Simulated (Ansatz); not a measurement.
Reaction: RbI (SMILES [Rb][I]) → RbI+ (parent SMILES [Rb][I], doublet) + e-
Each species at its own B3LYP-D3(BJ)/def2-TZVP minimum (Ansatz, a program for electronic structure).

Total energies in hartree (Ansatz). UHF or UKS for unpaired electrons; spin-orbit terms are left out. Correlated methods leave the cores frozen (noble-gas shells, and filled d and f shells in the p block). Past Kr the def2 sets carry scalar-relativistic core potentials. Spin-orbit terms, left out, reach several kcal/mol for Br and I, and more for heavier atoms. The spin of IRb+ (parent SMILES [Rb][I], doublet) was assumed, and the state is the lowest solution found for it.

```tsv
species	HF/def2-TZVPP	CCSD(T)/def2-TZVPP	HF/def2-QZVPP	CCSD(T)/def2-QZVPP	CCSDT(Q)/def2-QZVPP
1: RbI (SMILES [I][Rb])	-320.55726	-320.72129	-320.55891	-320.74712	-320.74793
2: RbI+ (parent SMILES [I][Rb], doublet)	-320.32746	-320.46302	-320.32912	-320.48297	-320.48378
```

Work out the adiabatic ionisation energy (electronic) in eV: take Hartree-Fock from def2-QZVPP, extrapolate the CCSD(T) correlation energy as X^-3 (X = 3, 4), and add CCSDT(Q) - CCSD(T) in def2-QZVPP. 1 hartree = 27.211 eV.


Species 1: correlation (64·(-0.18821) - 27·(-0.16403))/37 = -0.20585; step -0.00081; E1 = -320.55891 + (-0.20585) + (-0.00081) = -320.76557
Species 2: correlation (64·(-0.15385) - 27·(-0.13556))/37 = -0.16720; step -0.00081; E2 = -320.32912 + (-0.16720) + (-0.00081) = -320.49713
-1·E1 +1·E2 = 0.26844 hartree = 7.30 eV.
